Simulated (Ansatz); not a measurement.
Born–Oppenheimer molecular dynamics of BF2H3O (7 atoms, charge 0, multiplicity 1). It starts at the highest image of a converged band. Of that band: Neighbouring images differ by up to 1.3 eV, so the band resolves the path poorly. A vibrational analysis at the climbing image gives one clearly imaginary mode, 1576i cm⁻¹: a first-order saddle point.

Computed with Ansatz 0.2.0, RHF/def2-SVP.

```
ensemble                      : NVE (velocity Verlet)
time step                     : 0.5 fs
steps asked                   : 200
starting velocities drawn for : 100 K
seed                          : 8332
```

First frame:

```xyz
7
Properties=species:S:1:pos:R:3
B 0.016 0.282 0.068
F -0.317 -0.337 1.553
F 1.242 -0.106 -0.273
H -0.908 0.059 -0.646
O 0.014 1.599 0.777
H 0.861 2.027 0.792
H -0.195 0.773 1.651
```

How far do the bonds stretch over the last three quarters of this one trajectory? (Pairs bonded in most of those frames.)


```
 bond  mean (Å)  spread (Å)  shortest  longest
B1–F2     1.312       0.054      1.22     1.44
B1–F3     1.332       0.068      1.21     1.43
B1–H4     1.199       0.049      1.09     1.31
O5–H6     0.947       0.009      0.93     0.96
O5–H7     0.948       0.013      0.93     0.97
```

Pairs bonded in part of these frames only: B1–O5 7 %.

Mean temperature of the second half: 1653 K. The conserved energy stayed within 0.38 meV per atom of its start (net change 0.04 meV per atom), so the integration is sound. The kinetic energy rose, since the run started high on the potential surface and went downhill. It ends in pieces (BF2H + H2O), so much of that is their flight and rotation, not heat. A run of 0.1 ps of so small a system gives no equilibrium averages. The orbitals stay closed-shell, which can raise the energy where a bond breaks towards radicals; this wasn't checked here.

Time of the run: 2.3 min on 1 thread of Arm Neoverse V1, on a shared host, peak memory 0.11 GiB.
